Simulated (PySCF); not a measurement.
## Se²⁺ (selenium, charge +2): PBE0 calculation

Configuration: [Ar] 3d10 4s1 4p2 4d1, one real determinant (an excited configuration). Calculation: PySCF 2.14, in x2c-QZVPPall with one added diffuse shell each of s, p, d, f type (12s9p6d5f1g, 113 functions); scalar relativity by spin-free X2C-1e.

* Total energy: -2427.577 hartree
* One-electron energy: -3344.907 hartree
* Hartree (Coulomb) energy: 1004.949 hartree
* Exchange-correlation energy: -87.619 hartree
* ⟨S²⟩: 6.0006
* ⟨L²⟩: 7.442
* Sum of ⟨r⟩: 20.86 bohr
* Sum of ⟨r²⟩: 29.93 bohr²
* Traceless quadrupole moment −½Σ⟨3z² − r²⟩ along its main axis: -3.67 e·bohr²
* Langevin diamagnetic susceptibility: -23.7 ×10⁻⁶ cm³/mol
* Time after the integrals: roughly 7 core-seconds

```json
{"shell": "1s α", "electrons": "1", "mean orbital energy (hartree)": "-462.35376", "spread (hartree)": "0", "rms radius, mean of both spins (bohr)": "0.0508"}
{"shell": "1s β", "electrons": "1", "mean orbital energy (hartree)": "-462.34117", "spread (hartree)": "0", "rms radius, mean of both spins (bohr)": "0.0508"}
{"shell": "2s α", "electrons": "1", "mean orbital energy (hartree)": "-60.88138", "spread (hartree)": "0", "rms radius, mean of both spins (bohr)": "0.212"}
{"shell": "2s β", "electrons": "1", "mean orbital energy (hartree)": "-60.87064", "spread (hartree)": "0", "rms radius, mean of both spins (bohr)": "0.212"}
{"shell": "2p α", "electrons": "3", "mean orbital energy (hartree)": "-53.63636", "spread (hartree)": "0.00291", "rms radius, mean of both spins (bohr)": "0.189"}
{"shell": "2p β", "electrons": "3", "mean orbital energy (hartree)": "-53.62471", "spread (hartree)": "0.00768", "rms radius, mean of both spins (bohr)": "0.189"}
{"shell": "3s α", "electrons": "1", "mean orbital energy (hartree)": "-9.22565", "spread (hartree)": "0", "rms radius, mean of both spins (bohr)": "0.615"}
{"shell": "3s β", "electrons": "1", "mean orbital energy (hartree)": "-9.20102", "spread (hartree)": "0", "rms radius, mean of both spins (bohr)": "0.615"}
{"shell": "3p α", "electrons": "3", "mean orbital energy (hartree)": "-6.93594", "spread (hartree)": "0.01179", "rms radius, mean of both spins (bohr)": "0.637"}
{"shell": "3p β", "electrons": "3", "mean orbital energy (hartree)": "-6.91289", "spread (hartree)": "0.02352", "rms radius, mean of both spins (bohr)": "0.637"}
{"shell": "3d α", "electrons": "5", "mean orbital energy (hartree)": "-3.15073", "spread (hartree)": "0.01925", "rms radius, mean of both spins (bohr)": "0.696"}
{"shell": "3d β", "electrons": "5", "mean orbital energy (hartree)": "-3.12657", "spread (hartree)": "0.02144", "rms radius, mean of both spins (bohr)": "0.696"}
{"shell": "4s α", "electrons": "1", "mean orbital energy (hartree)": "-1.63800", "spread (hartree)": "0", "rms radius, mean of both spins (bohr)": "1.77"}
{"shell": "4p α", "electrons": "2", "mean orbital energy (hartree)": "-1.15131", "spread (hartree)": "0", "rms radius, mean of both spins (bohr)": "2.03"}
{"shell": "4d α", "electrons": "1", "mean orbital energy (hartree)": "-0.54008", "spread (hartree)": "0", "rms radius, mean of both spins (bohr)": "3.20"}
```

⟨L²⟩ = 7.44 against 12 for a pure F term, so this real determinant mixes terms. The outer electron is Rydberg-like, and this basis confines it to a smaller radius and binds it less than a complete one would.

Densities and radii are taken from the X2C orbitals without a picture-change correction, which distorts them close to the nucleus.
